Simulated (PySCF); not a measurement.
PBE0 on Rh⁻ (rhodium, charge -1), [Kr] 4d8 5s2, high-spin 3F determinant. Computed with PySCF 2.14 in aug-cc-pVTZ-PP with one added diffuse shell each of s, p, d, f, g type with ECP28MDF (7s7p6d4f3g, 113 functions), with a scalar-relativistic core potential.

```
cycle= 1 E= -110.154381640289  delta_E= -0.0193  |g|= 0.0425  |ddm|= 0.558
cycle= 2 E= -110.155569006695  delta_E= -0.00119  |g|= 0.0177  |ddm|= 0.125
cycle= 3 E= -110.155745639181  delta_E= -0.000177  |g|= 0.00935  |ddm|= 0.0533
cycle= 4 E= -110.155820917793  delta_E= -7.53e-05  |g|= 0.00346  |ddm|= 0.0344
cycle= 5 E= -110.155857010927  delta_E= -3.61e-05  |g|= 0.000557  |ddm|= 0.0361
cycle= 6 E= -110.155860390682  delta_E= -3.38e-06  |g|= 6.53e-05  |ddm|= 0.0187
cycle= 7 E= -110.155860410481  delta_E= -1.98e-08  |g|= 4.57e-06  |ddm|= 0.00198
cycle= 8 E= -110.155860410924  delta_E= -4.43e-10  |g|= 7.76e-07  |ddm|= 0.000364
converged SCF energy = -110.155860410924  <S^2> = 2.0238147  2S+1 = 3.0158347
```

Highest occupied orbital energy: 0.541 eV; ⟨L²⟩ = 12.03; populations by l: s 4.00, p 6.00, d 8.00, f 0.00.

(1) Can this result be used?

## Answers

(1) With care. Self-consistency was reached. Energies and moments cover only the electrons outside the core potential. At PBE0 the highest occupied level has a positive energy, so only the finite basis holds that electron; in a semilocal or global hybrid functional this comes from self-interaction and does not mean that the real anion is unbound.
